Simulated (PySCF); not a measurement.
**Working out the ionisation energy of Ar+**

Ar+ [Ne] 3s2 3p5 (2P) → Ar(2+) [Ne] 3s2 3p4 (3P). All numbers are calculated (PySCF 2.14, the spin-free X2C one-electron Hamiltonian (Gaussian nucleus), in x2c-QZVPPall (9s6p4d2f1g, 70 functions)). Frozen: 1s2. Energies in hartree (1 hartree = 27.21139 eV):

| part | Ar+ (lower) | Ar(2+) (upper) |
| --- | --- | --- |
| UHF | -528.097992 | -527.129486 |
| CCSD correlation | -0.388249 | -0.347504 |
| (T) | -0.008137 | -0.006481 |

What does Hartree-Fock give?

(-527.129486) − (-528.097992) = 0.968506 hartree = 26.354 eV.

What do CCSD and CCSD(T) give?

The CCSD correlation energies differ by 0.040745 hartree = 1.109 eV and the triples by 0.001656 hartree = 0.045 eV, so CCSD gives 27.463 eV and CCSD(T) 27.508 eV.

A first-order spin-orbit estimate adds -0.006 eV to CCSD(T) (valence and next inner shell), giving 27.502 eV against 27.630 eV (measured; NIST Atomic Spectra Database, ionization energies).

What remains against the reference includes basis incompleteness, the frozen core and higher excitations.
